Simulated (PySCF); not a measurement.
## Working out the ionisation energy of Ne⁺

Ne⁺ [He] 2s2 2p5 (2P) → Ne²⁺ [He] 2s2 2p4 (3P). Computed with PySCF 2.14 in def2-QZVPPD (8s5p4d2f1g, 66 functions), with no relativity, point nucleus. Frozen: nothing. Energies in hartree (1 hartree = 27.21139 eV):

```json
{"part": "UHF", "Ne⁺ (lower)": "-127.824357", "Ne²⁺ (upper)": "-126.380950"}
{"part": "MP2 opposite-spin", "Ne⁺ (lower)": "-0.185824", "Ne²⁺ (upper)": "-0.140336"}
{"part": "MP2 same-spin", "Ne⁺ (lower)": "-0.053286", "Ne²⁺ (upper)": "-0.039680"}
```

**Question.** What does Hartree-Fock give?

**Answer.** (-126.380950) − (-127.824357) = 1.443407 hartree = 39.277 eV.

**Question.** What do MP2 and SCS-MP2 (6/5 opposite-spin, 1/3 same-spin) give?

**Answer.** The opposite-spin parts differ by 1.238 eV and the same-spin parts by 0.370 eV. MP2: 39.277 + (1.238) + (0.370) = 40.885 eV. SCS-MP2: 39.277 + 1.2 × (1.238) + (0.370)/3 = 40.886 eV.

A first-order spin-orbit estimate adds -0.005 eV to MP2 (valence and next inner shell), giving 40.880 eV against 40.963 eV (measured; NIST Atomic Spectra Database, ionization energies).

What remains against the reference includes basis incompleteness and correlation beyond second order.
